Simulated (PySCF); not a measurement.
Species: o-anisidine, C₇H₉NO.
Numbering: `[CH3:1][O:2][c:3]1[cH:4][cH:5][cH:6][cH:7][c:8]1[NH2:9]` (hydrogens: H10, H11, H12 on C1; H13 on C4; H14 on C5; H15 on C6; H16 on C7; H17, H18 on N9)

Computed with PySCF at CAM-B3LYP/def2-SVPD, non-relativistic, on one gas-phase PBE0-D3(BJ)/def2-SVP geometry that isn't relaxed in the solvent. The solvent is an IEF-PCM continuum (cavity from Bondi-type radii × 1.2). The model holds no explicit solvent molecules, cavitation or dispersion.

Gas phase at CAM-B3LYP/def2-SVPD: HOMO -6.79 eV, LUMO 1.17 eV, dipole 1.54 D.

Question: What does the continuum do to the energy, the frontier levels and the dipole at CAM-B3LYP/def2-SVPD in chloroform?

Answer: 
| solvent | ε | E(solvent) − E(gas) (kcal/mol) | polarisation term (kcal/mol) | distortion of the solute (kcal/mol) | HOMO (eV) | LUMO (eV) | dipole (D) |
| --- | --- | --- | --- | --- | --- | --- | --- |
| chloroform | 4.711 | -4.45 | -4.93 | 0.48 | -6.86 | 1.12 | 1.85 |

The polarisation term is half the interaction of the solute with the surface charges that it induces; the rest is the cost of distorting the solute's density. The sum is the electrostatic part of solvation alone.

Question: Which radius a makes the point-dipole formula ΔE = −[(ε − 1)/(2ε + 1)]·μ²/a³ give the value in chloroform, with the gas-phase dipole?

Answer: μ = 0.604 au and |ΔE| = 0.00709 Eh give a = 1.40 Å; the farthest nucleus lies 3.62 Å from the centroid of the nuclei, so such a sphere wouldn't even hold the nuclei. The formula assumes a rigid point dipole at the centre of a sphere.

Question: How does the static polarisability (CAM-B3LYP/def2-SVPD, frozen core, with the continuum's full static response) change?

Answer: 
```csv
medium,isotropic (au),principal values (au),⟨r²⟩ of the electrons (bohr²)
gas,96.7,"59.8, 110.9, 119.3",1188.7
chloroform,123.0,"75.2, 141.8, 152.1",1187.1
```

The isotropic value in chloroform is 1.27 times the gas-phase one; no cavity-field correction is applied. ⟨r²⟩ is taken about the centre of nuclear charge.

The run took about 1.7 min of CPU time (one thread, shared machine). This is the whole response run at CAM-B3LYP/def2-SVPD in chloroform, SCF included.

Shape of the structure used: `[CH3:1][O:2][c:3]1[cH:4][cH:5][cH:6][cH:7][c:8]1[NH2:9]`: C1–O2–C3–C4 0°, H–N9–C8–C7 163°, H–N9–C8–C7 25°.
